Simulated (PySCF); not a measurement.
## Radial density of P²⁺ (phosphorus, charge +2)

UHF, [Ne] 3s2 3p1, 2P determinant. All numbers are calculated (PySCF 2.14, the spin-free X2C one-electron Hamiltonian (Gaussian nucleus), in aug-cc-pVDZ-DK (5s4p2d, 27 functions)).

```json
{"r (bohr)": "0.00147", "4πr²ρ (e/bohr)": "0.06799", "4πr²(ρα − ρβ)": "0.0000"}
{"r (bohr)": "0.00247", "4πr²ρ (e/bohr)": "0.1823", "4πr²(ρα − ρβ)": "0.0000"}
{"r (bohr)": "0.00416", "4πr²ρ (e/bohr)": "0.4687", "4πr²(ρα − ρβ)": "0.0000"}
{"r (bohr)": "0.00700", "4πr²ρ (e/bohr)": "1.178", "4πr²(ρα − ρβ)": "0.0000"}
{"r (bohr)": "0.0118", "4πr²ρ (e/bohr)": "2.817", "4πr²(ρα − ρβ)": "0.0001"}
{"r (bohr)": "0.0198", "4πr²ρ (e/bohr)": "6.156", "4πr²(ρα − ρβ)": "0.0003"}
{"r (bohr)": "0.0333", "4πr²ρ (e/bohr)": "11.48", "4πr²(ρα − ρβ)": "0.0011"}
{"r (bohr)": "0.0560", "4πr²ρ (e/bohr)": "16.48", "4πr²(ρα − ρβ)": "0.0045"}
{"r (bohr)": "0.0942", "4πr²ρ (e/bohr)": "15.79", "4πr²(ρα − ρβ)": "0.0187"}
{"r (bohr)": "0.159", "4πr²ρ (e/bohr)": "11.00", "4πr²(ρα − ρβ)": "0.0618"}
{"r (bohr)": "0.267", "4πr²ρ (e/bohr)": "13.64", "4πr²(ρα − ρβ)": "0.1141"}
{"r (bohr)": "0.448", "4πr²ρ (e/bohr)": "14.99", "4πr²(ρα − ρβ)": "0.0595"}
{"r (bohr)": "0.754", "4πr²ρ (e/bohr)": "5.371", "4πr²(ρα − ρβ)": "0.0283"}
{"r (bohr)": "1.27", "4πr²ρ (e/bohr)": "2.003", "4πr²(ρα − ρβ)": "0.4463"}
{"r (bohr)": "2.13", "4πr²ρ (e/bohr)": "1.374", "4πr²(ρα − ρβ)": "0.4946"}
{"r (bohr)": "3.59", "4πr²ρ (e/bohr)": "0.1211", "4πr²(ρα − ρβ)": "0.0606"}
{"r (bohr)": "6.04", "4πr²ρ (e/bohr)": "0.0004925", "4πr²(ρα − ρβ)": "0.0004"}
{"r (bohr)": "10.2", "4πr²ρ (e/bohr)": "1.856e-05", "4πr²(ρα − ρβ)": "0.0000"}
```

Densities and radii are taken from the X2C orbitals without a picture-change correction, which distorts them close to the nucleus.
